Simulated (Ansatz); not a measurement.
Start from `C[O][In]([OH])[Br]` and change one atom or group to get `[OH][In]([Cl])[Br]`.

Ansatz, PBE0-D4/def2-TZVP geometries, multiplicity 1. Each molecule was computed in one conformer, which needn't be the lowest.

Elements past krypton have def2 core potentials. Scalar relativity is left out up to krypton.

| property | `C[O][In]([OH])[Br]` |
| --- | --- |
| HOMO–LUMO gap (PBE0/def2-TZVPP) / eV | 5.70 |
| HOMO–LUMO gap (PBE/def2-TZVPP) / eV | 3.29 |
| size of the dipole moment (PBE/def2-TZVPP) / D | 1.56 |
| LUMO energy (B3LYP/def2-TZVPP) / eV | -2.56 |
| size of the dipole moment (B3LYP/def2-TZVPP) / D | 1.53 |
| LUMO energy (PBE0/def2-TZVPP) / eV | -2.24 |

(1) What does the change do to each property? (Estimate.)

## Answers

(1) Computed: 
```
                                        property  `[OH][In]([Cl])[Br]`  shift
            HOMO–LUMO gap (PBE0/def2-TZVPP) / eV                  6.22   0.52
             HOMO–LUMO gap (PBE/def2-TZVPP) / eV                  4.04   0.75
  size of the dipole moment (PBE/def2-TZVPP) / D                  0.97  -0.59
             LUMO energy (B3LYP/def2-TZVPP) / eV                 -2.91  -0.35
size of the dipole moment (B3LYP/def2-TZVPP) / D                  0.93  -0.60
              LUMO energy (PBE0/def2-TZVPP) / eV                 -2.59  -0.35
```

With PBE0 the HOMO falls by 0.88 eV and the LUMO falls by 0.35 eV, so the gap widens by about 0.53 eV. PBE moves the HOMO by -1.09 eV and ωB97M-V by -0.70 eV. Dipoles are sizes alone; their direction can turn.

B3LYP here is the variant with VWN-RPA as its local correlation; programs differ in this.

Spin–orbit coupling is left out; it splits and shifts lone-pair levels of the heavy atoms by tenths of an eV.
